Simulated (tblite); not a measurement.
C₄H₆F₄O.
Numbering: `[CH3:1][C@@H:2]([F:3])[C@H:4]([F:5])[O:6][CH:7]([F:8])[F:9]` (hydrogens: H10, H11, H12 on C1; H13 on C2; H14 on C4; H15 on C7)

Computed with GFN2-xTB (tblite), gas phase: Langevin dynamics at 400 K from the optimised GFN2-xTB geometry, time step 0.5 fs, friction 0.01 fs⁻¹, 2000 steps. The instantaneous temperature is 2·E(kin)/(3Nk) with all 3N coordinates.

```tsv
t (fs)	T (K)	E(pot) above start (eV)	C1–C2 (Å)	C2–F3 (Å)	C2–C4 (Å)	C4–F5 (Å)	C4–O6 (Å)	C1–H10 (Å)	C1–C2–C4–F5 (°)
0	319	0.000	1.517	1.377	1.534	1.374	1.391	1.087	168
25	232	0.411	1.506	1.409	1.559	1.378	1.415	1.074	171
50	333	0.438	1.482	1.399	1.500	1.368	1.414	1.106	162
75	284	0.470	1.500	1.399	1.531	1.414	1.368	1.112	166
100	289	0.691	1.561	1.396	1.580	1.334	1.344	1.060	171
125	239	0.662	1.473	1.411	1.550	1.375	1.363	1.083	166
150	223	0.529	1.447	1.395	1.618	1.435	1.389	1.051	155
175	405	0.288	1.511	1.335	1.531	1.389	1.420	1.080	159
200	377	0.425	1.576	1.400	1.489	1.365	1.397	1.125	167
225	352	0.473	1.560	1.380	1.556	1.337	1.370	1.106	164
250	310	0.548	1.480	1.309	1.537	1.394	1.361	1.042	167
275	382	0.466	1.463	1.394	1.582	1.435	1.378	1.098	167
300	394	0.498	1.542	1.412	1.588	1.343	1.393	1.141	174
325	275	0.812	1.541	1.332	1.523	1.375	1.387	1.068	174
350	356	0.686	1.602	1.386	1.551	1.387	1.368	1.046	171
375	326	0.765	1.621	1.384	1.548	1.404	1.368	1.121	168
400	305	0.794	1.546	1.321	1.570	1.337	1.403	1.110	168
425	358	0.673	1.475	1.392	1.600	1.343	1.360	1.069	170
450	329	0.592	1.539	1.433	1.543	1.363	1.408	1.060	171
475	316	0.700	1.536	1.304	1.554	1.402	1.433	1.155	177
500	403	0.482	1.560	1.348	1.587	1.358	1.399	1.113	179
525	372	0.747	1.506	1.471	1.551	1.375	1.381	1.008	174
550	366	0.631	1.451	1.391	1.503	1.399	1.351	1.142	-179
575	354	0.513	1.515	1.410	1.500	1.382	1.384	1.149	174
600	358	0.461	1.551	1.382	1.580	1.347	1.429	1.034	177
625	318	0.671	1.484	1.372	1.576	1.314	1.397	1.083	180
650	480	0.420	1.519	1.368	1.564	1.358	1.385	1.154	174
675	395	0.598	1.572	1.392	1.515	1.422	1.355	1.122	170
700	411	0.619	1.565	1.365	1.513	1.387	1.409	1.013	177
725	419	0.516	1.577	1.402	1.509	1.337	1.418	1.071	169
750	407	0.855	1.476	1.432	1.592	1.399	1.391	1.119	162
775	337	0.716	1.493	1.371	1.597	1.456	1.362	1.095	167
800	426	0.574	1.561	1.367	1.508	1.335	1.453	1.067	167
825	363	0.714	1.585	1.382	1.531	1.316	1.456	1.108	159
850	305	0.649	1.497	1.374	1.551	1.445	1.375	1.060	169
875	297	0.614	1.443	1.382	1.579	1.401	1.332	1.078	176
900	422	0.717	1.482	1.418	1.628	1.368	1.408	1.104	-178
925	387	0.755	1.550	1.451	1.573	1.333	1.414	1.060	-175
950	401	0.873	1.546	1.419	1.515	1.358	1.403	1.101	-171
975	357	0.924	1.519	1.334	1.533	1.387	1.417	1.103	-173
1000	375	0.926	1.524	1.411	1.564	1.415	1.388	1.071	-168
```

Task: From 500 fs on, how do temperature and potential energy compare with equipartition?

Result: The mean temperature of these 21 frames is 379 K against the target 400 K, and the mean potential energy 0.67 eV against 39 × kT/2 = 0.67 eV for 39 classical harmonic modes. For 15 atoms in a canonical ensemble the temperature itself scatters by T·√(2/(3N)) = 84 K; here its standard deviation is 43 K. The whole run lasts only 10 friction times of 100 fs, so these averages carry a wide statistical error.

Task: What are the kinetic and total energies of the listed frame with the highest potential energy?

Result: The one at 1000 fs, 0.926 eV above the start. Its kinetic energy is 3NkT/2 = 0.727 eV at 375 K, so the sum is 1.65 eV; over the listed frames the sum runs from 0.62 to 1.65 eV, since the thermostat adds and removes energy.

Task: How much do the listed bonds fluctuate from 500 fs on?

Result: 
```tsv
bond	at the start (Å)	mean (Å)	standard deviation (Å)
C1–C2	1.517	1.523	0.041
C2–F3	1.377	1.392	0.032
C2–C4	1.534	1.551	0.036
C4–F5	1.374	1.376	0.039
C4–O6	1.391	1.396	0.030
C1–H10	1.087	1.088	0.039
```

The motion is classical and holds no zero-point motion.

What follows is the cost of the whole dynamics run. The run took 11 s on one thread, Arm Neoverse V1 (aarch64), no GPU, shared host with 32 logical CPUs at a one-minute load of 21, and the process peaked at 0.18 GiB of memory.
